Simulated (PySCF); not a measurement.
PySCF input (M06-2X/def2-TZVPD):

```python
from pyscf import gto, scf, dft

mol = gto.M(
    atom='''
    Si   -0.35704384   -0.37030622    0.01324694
    O    -0.70981635    1.20507071   -0.33057148
    O     1.26692032   -0.64190074    0.17883183
    H    -0.90499835   -0.77209832    1.34088646
    H    -0.39333793    1.90054999    0.25627570
    H     1.84011813   -0.44952425   -0.56870202
    ''',
    basis='def2-tzvpd',
    charge=0,
    spin=1,
    verbose=4,
)

mf = dft.UKS(mol, xc='m062x').density_fit(auxbasis='def2-universal-jkfit')
mf.grids.level = 4
mf.conv_tol = 1e-9
mf.max_cycle = 100
mf.max_memory = 1500
mf.kernel()
if not mf.converged:
    mf = mf.newton()
    mf.kernel(mf.make_rdm1())
for _ in range(2):
    mo, _, stable, _ = mf.stability(return_status=True)
    if stable:
        break
    mf.kernel(mf.make_rdm1(mo, mf.mo_occ))
mf.analyze()
```

End of the output:

```
Extra cycle  E= -441.788243681458  delta_E= -1.01e-11  |g|= 4.64e-06  |ddm|= 8.98e-06
converged SCF energy = -441.788243681458  <S^2> = 0.7523553  2S+1 = 2.0023539
uhf_internal: lowest eigs of H = [0.33685615 0.36246935 0.40151325]
<class 'pyscf.df.df_jk.DFUKS'> wavefunction is stable in the internal stability analysis
**** SCF Summaries ****
Total Energy =                        -441.788243681457743
Nuclear Repulsion Energy =             110.915512069655719
One-electron Energy =                 -831.104167611785670
Two-electron Energy =                  278.400411860672250
Two-electron Coulomb Energy =          317.633559251575889
DFT Exchange-Correlation Energy =      -39.233147390903653
HOMO-LUMO gap [eV] =                     4.616382198548575
**** MO energy ****
                             alpha | beta                alpha | beta
MO #1   energy= -67.049100327528   | -67.0438411797902  occ= 1 | 1
MO #2   energy= -19.6381031788208  | -19.636291986309   occ= 1 | 1
MO #3   energy= -19.6346958649989  | -19.6336070904749  occ= 1 | 1
MO #4   energy= -5.58142549603136  | -5.57727686381558  occ= 1 | 1
MO #5   energy= -3.89619480594637  | -3.88937123705385  occ= 1 | 1
MO #6   energy= -3.89127989242137  | -3.88834941225182  occ= 1 | 1
MO #7   energy= -3.89016220613825  | -3.88420466377629  occ= 1 | 1
MO #8   energy= -1.14399166817157  | -1.13855017682691  occ= 1 | 1
MO #9   energy= -1.12414549171681  | -1.11959646234248  occ= 1 | 1
MO #10  energy= -0.661864847735835 | -0.648040472242293 occ= 1 | 1
MO #11  energy= -0.611600320828074 | -0.604889980392707 occ= 1 | 1
MO #12  energy= -0.497345025598236 | -0.489585731194252 occ= 1 | 1
MO #13  energy= -0.484675951408094 | -0.474782224231519 occ= 1 | 1
MO #14  energy= -0.467582848255611 | -0.448335340430783 occ= 1 | 1
MO #15  energy= -0.41722813493413  | -0.412237995783786 occ= 1 | 1
MO #16  energy= -0.409982429063432 | -0.402317532013937 occ= 1 | 1
MO #17  energy= -0.257502075110857 | -0.0878531570015184 occ= 1 | 0
MO #18  energy= 0.000515407334456208 | 0.00242729903164848 occ= 0 | 0
MO #19  energy= 0.0226308841331284 | 0.0216660953038634 occ= 0 | 0
MO #20  energy= 0.0429450696922775 | 0.0417534447229096 occ= 0 | 0
MO #21  energy= 0.0570619558359567 | 0.0497809540531676 occ= 0 | 0
MO #22  energy= 0.0704902067642384 | 0.0582625057570075 occ= 0 | 0
MO #23  energy= 0.0713665990046428 | 0.0677746289956994 occ= 0 | 0
MO #24  energy= 0.0861537172244446 | 0.0852401507401989 occ= 0 | 0
MO #25  energy= 0.092610377308282  | 0.089517611644945  occ= 0 | 0
MO #26  energy= 0.106144444880224  | 0.095587544051521  occ= 0 | 0
MO #27  energy= 0.116122196258342  | 0.117044698015005  occ= 0 | 0
MO #28  energy= 0.14215797413532   | 0.12931295785235   occ= 0 | 0
MO #29  energy= 0.15516553655994   | 0.132912753692979  occ= 0 | 0
MO #30  energy= 0.17032252895311   | 0.160542422971565  occ= 0 | 0
MO #31  energy= 0.183541749270435  | 0.168840778268207  occ= 0 | 0
MO #32  energy= 0.18622487314338   | 0.181239453234414  occ= 0 | 0
MO #33  energy= 0.19597840296163   | 0.192865708100292  occ= 0 | 0
MO #34  energy= 0.205938609355907  | 0.196909162319411  occ= 0 | 0
MO #35  energy= 0.211491162772667  | 0.212443182882489  occ= 0 | 0
MO #36  energy= 0.233911535790065  | 0.225556158540022  occ= 0 | 0
MO #37  energy= 0.244424402746684  | 0.237765735128598  occ= 0 | 0
MO #38  energy= 0.26634695925202   | 0.259358622049328  occ= 0 | 0
MO #39  energy= 0.275244525483751  | 0.265860061538564  occ= 0 | 0
MO #40  energy= 0.28569668942027   | 0.28034578495499   occ= 0 | 0
MO #41  energy= 0.287463496184405  | 0.283521364716421  occ= 0 | 0
MO #42  energy= 0.312891622175296  | 0.296780661428838  occ= 0 | 0
MO #43  energy= 0.318972853769422  | 0.320416237453516  occ= 0 | 0
MO #44  energy= 0.340519711290496  | 0.332004372023883  occ= 0 | 0
MO #45  energy= 0.35123706129878   | 0.337854957715591  occ= 0 | 0
MO #46  energy= 0.357479382696992  | 0.356230464645605  occ= 0 | 0
MO #47  energy= 0.38138272736917   | 0.372797951903572  occ= 0 | 0
MO #48  energy= 0.404830288941701  | 0.392284022180735  occ= 0 | 0
MO #49  energy= 0.4182305286822    | 0.41099795544778   occ= 0 | 0
MO #50  energy= 0.425716928187655  | 0.423148012460734  occ= 0 | 0
MO #51  energy= 0.43912980089252   | 0.434585598588687  occ= 0 | 0
MO #52  energy= 0.463913504674225  | 0.456635887967838  occ= 0 | 0
MO #53  energy= 0.480608240851135  | 0.4720725651187    occ= 0 | 0
MO #54  energy= 0.502918287891832  | 0.501073697300955  occ= 0 | 0
MO #55  energy= 0.522023192792348  | 0.519723532549813  occ= 0 | 0
MO #56  energy= 0.544720301517682  | 0.52403164108588   occ= 0 | 0
MO #57  energy= 0.5563633223652    | 0.554376316234351  occ= 0 | 0
MO #58  energy= 0.57805293663044   | 0.562510640037061  occ= 0 | 0
MO #59  energy= 0.588068927113354  | 0.575114152196425  occ= 0 | 0
MO #60  energy= 0.623931539718484  | 0.615162483269272  occ= 0 | 0
MO #61  energy= 0.652289537702839  | 0.639628049023206  occ= 0 | 0
MO #62  energy= 0.667775673343751  | 0.655450998489354  occ= 0 | 0
MO #63  energy= 0.678134742026044  | 0.668641489333958  occ= 0 | 0
MO #64  energy= 0.716224621503944  | 0.695332057127584  occ= 0 | 0
MO #65  energy= 0.720193296005155  | 0.713680308327944  occ= 0 | 0
MO #66  energy= 0.770201918164133  | 0.758158646959359  occ= 0 | 0
MO #67  energy= 0.816694796058252  | 0.803454626295349  occ= 0 | 0
MO #68  energy= 0.818497635531148  | 0.8116537832394    occ= 0 | 0
MO #69  energy= 0.854487756914753  | 0.845308877128622  occ= 0 | 0
MO #70  energy= 0.880106379780749  | 0.873386043159287  occ= 0 | 0
MO #71  energy= 0.903460600608344  | 0.901198384813265  occ= 0 | 0
MO #72  energy= 0.951708532761856  | 0.946810962077302  occ= 0 | 0
MO #73  energy= 0.974775936859365  | 0.962558784991137  occ= 0 | 0
MO #74  energy= 1.03988145121175   | 1.03423789708168   occ= 0 | 0
MO #75  energy= 1.08872124541933   | 1.07197301598876   occ= 0 | 0
MO #76  energy= 1.09311015128165   | 1.08760546723649   occ= 0 | 0
MO #77  energy= 1.11584228398637   | 1.10593755542056   occ= 0 | 0
MO #78  energy= 1.14267177772631   | 1.12720362618822   occ= 0 | 0
MO #79  energy= 1.16381034122291   | 1.15471663883945   occ= 0 | 0
MO #80  energy= 1.19166334102365   | 1.17272606303658   occ= 0 | 0
MO #81  energy= 1.20131808337408   | 1.18208266810236   occ= 0 | 0
MO #82  energy= 1.22566796755115   | 1.20788449221188   occ= 0 | 0
MO #83  energy= 1.2775629025239    | 1.27033461483479   occ= 0 | 0
MO #84  energy= 1.35722933586748   | 1.34750590887705   occ= 0 | 0
MO #85  energy= 1.37053836952295   | 1.37444752458058   occ= 0 | 0
MO #86  energy= 1.4030590304053    | 1.40334706471504   occ= 0 | 0
MO #87  energy= 1.50443184712602   | 1.50039618505134   occ= 0 | 0
MO #88  energy= 1.54690751133172   | 1.54901310110834   occ= 0 | 0
MO #89  energy= 1.60947109787466   | 1.61079962671576   occ= 0 | 0
MO #90  energy= 1.63963617514303   | 1.63797090123116   occ= 0 | 0
MO #91  energy= 1.66978449457345   | 1.66871474331817   occ= 0 | 0
MO #92  energy= 1.73146634130051   | 1.73062097791074   occ= 0 | 0
MO #93  energy= 1.7714562003988    | 1.77133619141687   occ= 0 | 0
MO #94  energy= 1.81996360330775   | 1.82054451549674   occ= 0 | 0
MO #95  energy= 1.86885944058031   | 1.87075744007579   occ= 0 | 0
MO #96  energy= 1.88821182560652   | 1.88514035551594   occ= 0 | 0
MO #97  energy= 2.00031416121311   | 2.00461106719944   occ= 0 | 0
MO #98  energy= 2.01772042385391   | 2.01700732794987   occ= 0 | 0
MO #99  energy= 2.07147375842462   | 2.07205241004571   occ= 0 | 0
MO #100 energy= 2.09187153824649   | 2.0924779741857    occ= 0 | 0
MO #101 energy= 2.13985408284805   | 2.13811866304085   occ= 0 | 0
MO #102 energy= 2.22893301588541   | 2.22797527970161   occ= 0 | 0
MO #103 energy= 2.25651896685886   | 2.25796050463581   occ= 0 | 0
MO #104 energy= 2.33173663783673   | 2.33339935191126   occ= 0 | 0
[...]
```

It need not be the lowest isomer of its formula.
